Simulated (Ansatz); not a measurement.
One change: `BC([SiH3])Br` becomes `BC[SiH3]`.

Ansatz, PBE0-D4/def2-TZVP geometries, multiplicity 1. 

Scalar relativity is left out up to krypton.

```tsv
property	`BC([SiH3])Br`
HOMO–LUMO gap (PBE/def2-TZVPP) / eV	3.70
HOMO energy (ωB97M-V/def2-TZVPP) / eV	-9.98
size of the dipole moment (PBE/def2-TZVPP) / D	1.37
HOMO–LUMO gap (ωB97M-V/def2-TZVPP) / eV	10.02
LUMO energy (ωB97M-V/def2-TZVPP) / eV	0.04
HOMO energy (B3LYP/def2-TZVPP) / eV	-7.52
```

Q: What does the change do to each property? (An estimate is asked.)

A: Computed: 
```tsv
property	`BC[SiH3]`	shift
HOMO–LUMO gap (PBE/def2-TZVPP) / eV	5.32	1.62
HOMO energy (ωB97M-V/def2-TZVPP) / eV	-11.29	-1.31
size of the dipole moment (PBE/def2-TZVPP) / D	1.02	-0.35
HOMO–LUMO gap (ωB97M-V/def2-TZVPP) / eV	11.81	1.79
LUMO energy (ωB97M-V/def2-TZVPP) / eV	0.52	0.48
HOMO energy (B3LYP/def2-TZVPP) / eV	-8.82	-1.30
```

With PBE0 the HOMO falls by 1.29 eV and the LUMO rises by 0.51 eV, so the gap widens by about 1.80 eV. PBE moves the HOMO by -1.13 eV and ωB97M-V by -1.31 eV. Dipoles are sizes alone; their direction can turn.

B3LYP here is the variant with VWN-RPA as its local correlation; programs differ in this.

Spin–orbit coupling is left out; it splits and shifts lone-pair levels of the heavy atoms by tenths of an eV.
